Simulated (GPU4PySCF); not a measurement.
Exercise with solution: oscillator strength and radiative lifetime

C30H21BN2, SMILES c1ccc(N2c3ccccc3B3c4ccccc4N(c4ccccc4)c4cccc2c43)cc1.

Geometry optimised at B3LYP-D3(BJ)/def2-SVP. Other conformers were not sampled.

TDA-PBE/def2-SVP in GPU4PySCF puts the first singlet state with f over 0.02 at 2.72 eV (vertical), with the transition dipole (-1.198, 0.052, 0.000) in atomic units.

Task: Find the oscillator strength, the wavelength and the radiative lifetime that this transition would have in vacuum if emission retraced absorption.

Result: 
|μ|² = 1.4379 au, so |μ| = 3.05 D. ΔE = 2.72/27.211 = 0.1000 hartree. f = (2/3) ΔE |μ|² = 0.096 (the program prints 0.096).
λ = 1239.84/2.72 = 456 nm; ν = 21938 cm⁻¹.
Einstein's coefficient A = 0.6670 ν² f s⁻¹ (ν in cm⁻¹) = 3.1e7 s⁻¹, so τ = 1/A = 33 ns. This state is S1. The figure is the radiative limit of this one transition; relaxation, internal conversion, crossing to triplets and a medium change what is measured.
